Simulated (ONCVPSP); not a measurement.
# Potentials for Sr compared

Generated with ld1.x 7.5 (TM, RRKJ, ultrasoft, PAW), atompaw 4.2 or ONCVPSP 4.0.1. The cutoff is in Ry: for ld1.x and atompaw files where the sum of valence levels is converged to 10 mRy in a Bessel basis, for ONCV files where the hardest occupied wave has 1 mHa per electron of residual kinetic energy. The error is the largest all-electron minus pseudo excitation energy over each file’s own four to seven test configurations (ionisations up to +4, promotions, holes and added fractions of an electron), all of which were solved. The labels leave out finer settings (local radius, basis sizes, second energies), which also bear on the numbers. Spin-polarised tests are not counted. The rows are a selection from randomly drawn settings: files with unsolved tests, undetermined cutoffs or missed reference levels are left out.

A true bound ghost makes a file unfit for plane-wave use even where its test errors are small: the radial tests pick states by their node count and pass the ghost by.

```tsv
potential	cutoff (Ry)	largest error (meV)	bound ghosts
ONCV, LDA (Perdew-Zunger), scalar-relativistic, rc 1.85/1.45/1.90 (spd), local smoothed, core correction yes, reference 4s2 4p6 5s1, qcut 8.3/6.2/4.6, projectors 2/2/2	39	-0.8	none
ONCV, PBE, scalar-relativistic, rc 3.65/2.85/3.95 (spd), local smoothed, core correction yes, reference 4p6 5s1.75 5p0.25, qcut 1.7/4.9/2.6, projectors 2/3/2	15	+50	none
ONCV, LDA (Perdew-Wang 92), scalar-relativistic, rc 1.40/1.45/1.15 (spd), local smoothed, core correction no, reference 4s2 4p6, qcut 5.6/6.2/9.6, projectors 3/1/2	55	+22	d
ONCV, LDA (Perdew-Wang 92), fully relativistic, rc 2.05/2.25/2.35 (spd), local smoothed, core correction yes, reference 4s2 4p6 5s1.5 5p0.5, qcut 5.4/6.5/3.9, projectors 2/3/1	21	-1.1	none
ONCV, Wu-Cohen, scalar-relativistic, rc 2.20/2.15/2.40 (spd), local smoothed, core correction no, reference 4s2 4p6 5s1 5p1, qcut 4.1/7.5/4.1, projectors 2/2/2	31	+10	none
ONCV, PBE, scalar-relativistic, rc 1.95/1.70/1.75 (spd), local smoothed, core correction yes, reference 4s2 4p6 5s2, qcut 4.8/5.5/5.5, projectors 3/2/1	19	-3.3	none
```

Task: Fill in the row for Sr: ONCV, PBE, scalar-relativistic, rc 2.50/2.05/2.15 (spd), local smoothed, core correction yes, reference 4s2 4p6 5s1.75 5p0.25, qcut 3.9/6.6/3.8, projectors 2/3/3.

Result: cutoff 16 Ry, largest error -5.3 meV, bound ghosts: none.
